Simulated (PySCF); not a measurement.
Ligand exchange on a metal centre used in film growth or etching (Hf H-SH). Gas-phase values, no solvent. One relaxed conformer stands for each flexible species; it need not be the lowest.

Calculation: TPSSh-D3(BJ)/def2-TZVP // BP86-D3(BJ)/def2-SVP run with PySCF. 

```
species                                  mean distance from the central atom to its bonded neighbours (Å)   LUMO (eV)   HOMO (eV)
---------------------------------------  ----------------------------------------------------------------  ----------  ----------
0 of 4 H replaced by SH ([Hf(H)4])                                                                  1.854       -2.49  (withheld)
1 of 4 H replaced by SH ([Hf(H)3(SH)])                                                              1.996  (withheld)       -7.53
2 of 4 H replaced by SH ([Hf(H)2(SH)2])                                                             2.142       -2.52       -7.46
4 of 4 H replaced by SH                                                                             2.438       -2.58  (withheld)
```

Task: Complete the blanks.

Result: 
- 0 of 4 H replaced by SH ([Hf(H)4]), HOMO (eV): -7.89
- 1 of 4 H replaced by SH ([Hf(H)3(SH)]), LUMO (eV): -2.51
- 4 of 4 H replaced by SH, HOMO (eV): -7.27
